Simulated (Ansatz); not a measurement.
Start from `CO/C=C/O` and change one atom or group to get `B[SiH2]/C=C/O`.

Ansatz, PBE0-D4/def2-TZVP geometries, multiplicity 1. Each molecule was computed in one conformer, which needn't be the lowest.

| property | `CO/C=C/O` |
| --- | --- |
| HOMO–LUMO gap (PBE/def2-TZVPP) / eV | 4.85 |
| size of the dipole moment (ωB97M-V/def2-TZVPP) / D | 2.37 |
| LUMO energy (PBE/def2-TZVPP) / eV | 0.09 |
| size of the dipole moment (B3LYP/def2-TZVPP) / D | 2.37 |
| HOMO–LUMO gap (B3LYP/def2-TZVPP) / eV | 6.41 |
| size of the dipole moment (PBE/def2-TZVPP) / D | 2.26 |

(1) Give the same properties after the change, and the shifts. (An estimate is asked.)

Results:

(1) The calculation gave: 
```tsv
property	`B[SiH2]/C=C/O`	shift
HOMO–LUMO gap (PBE/def2-TZVPP) / eV	4.21	-0.64
size of the dipole moment (ωB97M-V/def2-TZVPP) / D	2.70	0.33
LUMO energy (PBE/def2-TZVPP) / eV	-1.40	-1.49
size of the dipole moment (B3LYP/def2-TZVPP) / D	2.63	0.26
HOMO–LUMO gap (B3LYP/def2-TZVPP) / eV	5.68	-0.73
size of the dipole moment (PBE/def2-TZVPP) / D	2.70	0.44
```

With PBE0 the HOMO falls by 0.59 eV and the LUMO falls by 1.49 eV, so the gap narrows by about 0.90 eV. PBE moves the HOMO by -0.83 eV and ωB97M-V by -0.34 eV. Dipoles are sizes alone; their direction can turn.

B3LYP here is the variant with VWN-RPA as its local correlation; programs differ in this.
